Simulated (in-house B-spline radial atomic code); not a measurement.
Ionising Sc7+ with different functionals

Computed with an all-electron radial atomic-structure program (B-spline basis): scalar-relativistic (spin-free X2C) Hamiltonian, Fermi nucleus of rms radius 3.5459 fm, spin-polarised at highest spin, spherical fractional occupations for the functionals, and exact exchange of hybrids averaged over the configuration. The ionisation energy is the difference of two self-consistent energies, [Ne] 3s2 3p2 → [Ne] 3s2 3p1, without Breit or QED terms; ε is the level of the shell that loses the electron (its least bound occupied spin orbital).

```tsv
method	rung	ΔSCF (eV)	-ε(3p) (eV)
PBE0	global hybrid	158.45	150.45
B3LYP	global hybrid	158.53	149.89
TPSSh	global hybrid	?	?
BHandHLYP	global hybrid	158.32	153.05
r2SCAN0	global hybrid	158.65	150.86
B97-1	global hybrid	158.41	149.92
HSE06	range-separated hybrid	158.42	150.00
wB97X	range-separated hybrid	?	?
CAM-B3LYP	range-separated hybrid	158.48	151.88
LC-wPBE	range-separated hybrid	158.61	153.28
```

Q: What does TPSSh give?

A: ΔSCF 158.59 eV, and -ε(3p) = 148.98 eV.

Q: What does wB97X give?

A: ΔSCF 158.38 eV, and -ε(3p) = 152.96 eV.

Q: Among the functionals, which spreads more, the ΔSCF values or the orbital energies?

A: The orbital energies: ΔSCF values span about 0.33 eV and the orbital energies 4.30 eV; here energy differences depend much less on the functional than eigenvalues do.

Q: How do they compare with the NIST value?

A: NIST lists 158.1 eV ± 0.25 (semi-empirical, ground level to ground level). Errors run from +0.24 to +0.57 eV; BHandHLYP is closest (+0.24 eV), though others lie within the uncertainty of it, and part of that can be cancellation, since the calculations leave out spin-orbit coupling, Breit-QED terms, multiplet and fine-structure energies.
